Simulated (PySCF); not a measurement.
**How methods differ on the excitation energy of Zn⁺**

Zn⁺ [Ar] 3d10 4s1 (2S) → Zn⁺ [Ar] 3d10 4p1 (2P), as a difference of total energies. Calculation: PySCF 2.14, in def2-TZVPPD; no relativity, point nucleus. Correlated levels: valence: [Ar] frozen. The calculations carry no spin-orbit coupling.

| method | excitation energy (eV) |
| --- | --- |
| UHF | 5.454 |
| MP2 (valence) | 5.815 |
| SCS-MP2 (valence) | 5.767 |
| CCSD (valence) | 5.742 |
| CCSD(T) (valence) | 5.754 |

Question: How much does correlation contribute at CCSD(T) (valence)?

Answer: 5.754 − (5.454) = 0.300 eV, measured against UHF.

These non-relativistic numbers lack the scalar-relativistic shift.

Errors of the correlated levels include the incompleteness of this basis and the frozen core.

For comparison: 6.083 eV (measured; NIST levels, between the centres of gravity of the two terms).
